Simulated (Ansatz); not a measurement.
Relaxation of Al2H10N2O2Si (17 atoms, charge 0, multiplicity 1), to a largest force component of 0.03 eV/Å in at most 50 steps.

The calculation used RHF/def2-SVP (Ansatz).

```xyz
17
Properties=species:S:1:pos:R:3:forces:R:3
Al 0.207 0.684 -0.207 0.26 0.52 0.92
O -0.068 -0.717 2.400 0.44 1.22 -0.01
Si -1.571 -0.969 3.055 0.04 -0.04 -0.03
H -2.259 -1.986 2.241 -0.01 -0.02 0.00
H -1.462 -1.453 4.450 0.00 0.00 0.01
H -2.352 0.292 3.065 0.01 0.00 -0.02
N 1.531 -0.084 -1.091 -0.01 0.00 -0.02
H 1.426 -0.698 -1.875 0.00 0.00 0.00
H 2.495 -0.038 -0.827 0.00 0.00 0.00
N -1.485 0.465 -0.678 -0.01 0.02 0.01
H -1.815 -0.198 -1.351 0.00 0.01 0.00
H -2.258 0.981 -0.306 0.00 -0.01 0.00
O 0.600 1.815 1.066 -0.26 -0.62 -0.69
Al 0.951 3.221 1.920 0.01 0.00 -0.02
H 1.278 3.072 3.459 -0.01 0.02 -0.02
H 0.930 4.628 1.205 0.01 -0.01 0.01
H 0.335 0.159 2.504 -0.45 -1.10 -0.15
```

Problem. Where does it end, and by what steps?

Solution. It converged. After 28 steps the energy has fallen by 0.633 eV; H15 moved furthest, 1.19 Å. Joined: Al1–O2 (2.97 → 1.89 Å), Si3–N10 (4.00 → 2.11 Å).

| step | energy less start (eV) | largest force component (eV/Å) | accepted |
| --- | --- | --- | --- |
| 0 | 0.0000 | 1.224 | yes |
| 1 | -0.1022 | 0.495 | yes |
| 2 | -0.2180 | 0.687 | yes |
| 3 | -0.2191 | 1.072 | yes |
| 4 | -0.3619 | 0.544 | yes |
| 5 | -0.4477 | 0.442 | yes |
| 6 | -0.4794 | 0.761 | yes |
| 7 | -0.4486 | 2.025 | no |
| 8 | -0.5063 | 0.251 | yes |
| 9 | -0.5215 | 0.078 | yes |
| 10 | -0.5299 | 0.140 | yes |
| 11 | -0.5338 | 0.677 | yes |
| 12 | -0.5425 | 0.385 | yes |
| 13 | -0.5556 | 0.081 | yes |
| 14 | -0.5373 | 0.914 | no |
| 15 | -0.5643 | 0.094 | yes |
| 16 | -0.5725 | 0.259 | yes |
| 17 | -0.5757 | 0.709 | yes |
| 18 | -0.5793 | 0.791 | yes |
| 19 | -0.6062 | 0.578 | yes |
| 20 | -0.6133 | 0.280 | yes |
| 21 | -0.6050 | 0.266 | no |
| 22 | -0.6285 | 0.118 | yes |
| 23 | -0.6302 | 0.110 | yes |
| 24 | -0.6315 | 0.035 | yes |
| 25 | -0.6321 | 0.032 | yes |
| 26 | -0.6322 | 0.042 | yes |
| 27 | -0.6322 | 0.056 | yes |
| 28 | -0.6325 | 0.023 | yes |

```xyz
17
Properties=species:S:1:pos:R:3
Al 0.331 0.570 0.588
O -0.039 -0.529 2.078
Si -1.781 -0.931 2.094
H -2.266 -2.021 1.217
H -1.593 -1.713 3.379
H -2.754 0.080 2.568
N 1.459 -0.222 -0.546
H 1.425 -1.171 -0.863
H 2.239 0.240 -0.971
N -1.536 0.245 0.356
H -1.803 -0.260 -0.473
H -2.120 1.066 0.385
O 0.688 2.156 1.097
Al 1.113 3.693 1.616
H 1.979 3.866 2.928
H 0.638 4.959 0.797
H 0.502 -0.854 2.784
```

Whether the end is a true minimum wasn't checked by a vibrational analysis.

Run time: 31 s on 4 threads of AMD EPYC 9R45 96-Core Processor (Zen 5) (shared host), peak memory 0.5 GiB.
